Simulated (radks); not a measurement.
Values are calculated unless marked as measured or tabulated.
How relativity changes the ionisation of the arsenic ion As+ ([Ar] 3d10 4s2 4p2) to As2+ ([Ar] 3d10 4s2 4p1). Spin-unpolarised spherical Kohn-Sham, PBE, point nucleus unless stated (finite: rms radius 4.0968 fm), a radial shooting solver on a logarithmic mesh with Libxc functionals. A level marked "c x" has the speed of light scaled by that factor and shares open shells by 2j + 1; other Dirac levels either fill j = l - 1/2 first or share by 2j + 1.

level,E(As+) (hartree),E(As2+) (hartree),IE (eV),HOMO,<r> HOMO (bohr)
non-rel.,-2235.13218,-2234.47342,17.926,4p,2.320
scalar-rel.,-2260.47031,-2259.81182,17.918,4p,2.313
"scalar-rel., finite nucleus",-2260.45533,-2259.79684,17.918,4p,2.313
"Dirac, 2j+1 shares",-2260.59164,-2259.93301,17.922,4p3/2,2.326
"Dirac, low j first",-2260.60799,-2259.94283,18.100,4p1/2,2.292
"Dirac, 2j+1 shares, finite nucleus",-2260.57665,-2259.91802,17.922,4p3/2,2.326
"Dirac, c x 0.75",-2281.45416,-2280.79557,17.921,4p3/2,2.331
"Dirac, c x 3",-2237.88988,-2237.23113,17.925,4p3/2,2.321
"Dirac, c x 5",-2236.12297,-2235.46422,17.926,4p3/2,2.320

NIST Atomic Spectra Database: 18.589 eV (measured). The relativistic part of the total energy of As+ is -25.44 hartree (Dirac, 2j+1 shares, finite nucleus), 1.1 % of the non-relativistic value. Spin polarisation and multiplet splitting of open shells are left out at every level.

Beside tabulated values, note that spin-unpolarised runs miss the spin-polarisation part of the exchange energy of open shells.
